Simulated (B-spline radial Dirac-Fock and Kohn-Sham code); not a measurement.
# Electron momentum distribution of Zr⁺: Compton profiles

System: Zr⁺, configuration 1s2 2s2 2p6 3s2 3p6 3d10 4s2 4p6 4d1 5s1 5p1 (an excited configuration).

The run's input, task.json:

```json
{"items": [{
  "Z": 40,
  "q": 1,
  "cfg": [[1, 0, 2], [2, 0, 2], [2, 1, 6], [3, 0, 2], [3, 1, 6], [3, 2, 10], [4, 0, 2], [4, 1, 6], [4, 2, 1], [5, 0, 1], [5, 1, 1]],
  "A": 90,
  "rrms": 4.2694,
  "do": ["scatter"],
  "s": [0.0, 0.1, 0.12, 0.15, 0.18, 0.22, 0.28, 0.34, 0.42, 0.52, 0.64, 0.79, 0.97, 1.2, 1.48, 1.82, 2.25, 2.77, 3.42, 4.22, 5.2, 6.42, 7.92],
  "pz": [0, 0.1, 0.2, 0.3, 0.4, 0.5, 0.6, 0.8, 1.0, 1.2, 1.4, 1.6, 1.8, 2.0, 2.5, 3.0, 4.0, 5.0, 7.0, 10.0, 15.0, 20.0, 30.0, 40.0, 60.0, 100.0],
  "hv_scatter": [2000, 5000, 10000, 20000, 100000, 200000, 500000, 1000000]
}]}
```

Command: `python xray_run.py task.json out`

These are calculated numbers from a radial B-spline solver; the model is the impulse approximation on Dirac-Fock densities. pz is in atomic units of momentum; subshell profiles are per electron, for a selection of subshells; open shells are spread over both j values by their weights.

| pz | J total | J 3s1/2 | J 3p1/2 | J 5p1/2 | J 5p3/2 |
| --- | --- | --- | --- | --- | --- |
| 0 | 8.069 | 0.189 | 0.114 | 1.01 | 1.03 |
| 0.1 | 7.940 | 0.189 | 0.114 | 1.01 | 1.02 |
| 0.2 | 7.571 | 0.188 | 0.114 | 0.960 | 0.971 |
| 0.3 | 7.032 | 0.186 | 0.114 | 0.823 | 0.826 |
| 0.4 | 6.445 | 0.184 | 0.114 | 0.613 | 0.608 |
| 0.5 | 5.922 | 0.181 | 0.113 | 0.396 | 0.387 |
| 0.6 | 5.507 | 0.178 | 0.113 | 0.226 | 0.216 |
| 0.8 | 4.910 | 0.170 | 0.113 | 0.0596 | 0.0560 |
| 1 | 4.406 | 0.160 | 0.113 | 0.0255 | 0.0257 |
| 1.2 | 3.902 | 0.149 | 0.112 | 0.0234 | 0.0242 |
| 1.4 | 3.432 | 0.137 | 0.111 | 0.0219 | 0.0222 |
| 1.6 | 3.031 | 0.125 | 0.109 | 0.0177 | 0.0175 |
| 1.8 | 2.713 | 0.112 | 0.106 | 0.0127 | 0.0123 |
| 2 | 2.471 | 0.0993 | 0.104 | 0.00851 | 0.00806 |
| 2.5 | 2.089 | 0.0704 | 0.0938 | 0.00266 | 0.00244 |
| 3 | 1.850 | 0.0473 | 0.0813 | 0.00105 | 0.00101 |
| 4 | 1.445 | 0.0207 | 0.0536 | 0.000797 | 0.000818 |
| 5 | 1.084 | 0.0124 | 0.0304 | 0.000615 | 0.000605 |
| 7 | 0.6123 | 0.0111 | 0.00776 | 0.000164 | 0.000150 |
| 10 | 0.3105 | 0.00609 | 0.00304 | 3.10e-05 | 3.16e-05 |
| 15 | 0.1301 | 0.000809 | 0.00238 | 2.47e-05 | 2.48e-05 |
| 20 | 0.06327 | 0.000311 | 0.00111 | 1.20e-05 | 1.14e-05 |
| 30 | 0.02024 | 0.000234 | 0.000190 | 2.04e-06 | 1.80e-06 |
| 40 | 0.008114 | 0.000108 | 3.88e-05 | < 1e-6 | < 1e-6 |
| 60 | 0.001782 | 2.15e-05 | 3.14e-06 | < 1e-6 | < 1e-6 |
| 100 | 0.0001851 | 1.87e-06 | < 1e-6 | < 1e-6 | < 1e-6 |

J(0) = 8.069. The 5s1/2 subshell gives the largest part, 17 %.

Mean momentum ⟨p⟩ by subshell (a.u.): 1s1/2 35.4, 2s1/2 12.3, 2p1/2 16.5, 2p3/2 16.0, 3s1/2 5.58, 3p1/2 6.64, 3p3/2 6.49, 3d3/2 7.51, 3d5/2 7.46, 4s1/2 2.19, 4p1/2 2.36, 4p3/2 2.31, 4d3/2 1.96, 4d5/2 1.94, 5s1/2 0.749, 5p1/2 0.725, 5p3/2 0.715.
